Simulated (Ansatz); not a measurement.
`[CH3][Mo](=[O])([OH])=[S]`. Total charge 0; spin multiplicity 1. Mo: def2 effective core potential. The geometry is a stationary point of PBE0-D4/def2-TZVP. It is one conformer, not always the lowest.

```xyz
9

C     0.210    0.044   -1.332
Mo   -0.302    0.331    0.678
O    -0.263    1.985    0.890
O     0.936   -0.565    1.738
S    -2.271   -0.403    0.848
H     1.231    0.418   -1.462
H    -0.465    0.600   -1.984
H     0.162   -1.019   -1.577
H     0.761   -1.390    2.201
```

**Question.** What is the dipole moment at PBE/def2-TZVPP? (Estimate.)

**Answer.** Ansatz gave: 2.88 D, with components (1.55, -2.40, -0.41) D in this frame, pointing from negative to positive charge.

**Question.** And with r2SCAN, B3LYP, ωB97M-V? (Best estimate.)

**Answer.** The calculation gave: r2SCAN 2.99 D, B3LYP 2.97 D, ωB97M-V 2.96 D.

**Question.** Give the Mulliken charges with PBE, ωB97M-V, r2SCAN in def2-TZVPP. (Estimate.)

**Answer.** The calculation gave: 
```tsv
atom	PBE	ωB97M-V	r2SCAN
C1	-0.44	-0.47	-0.35
Mo2	1.08	1.07	1.18
O3	-0.44	-0.48	-0.49
O4	-0.46	-0.49	-0.51
S5	-0.35	-0.29	-0.37
H6	0.13	0.15	0.10
H7	0.13	0.15	0.11
H8	0.12	0.14	0.10
H9	0.23	0.22	0.24
```

B3LYP here is the variant with VWN-RPA as its local correlation; programs differ in this.
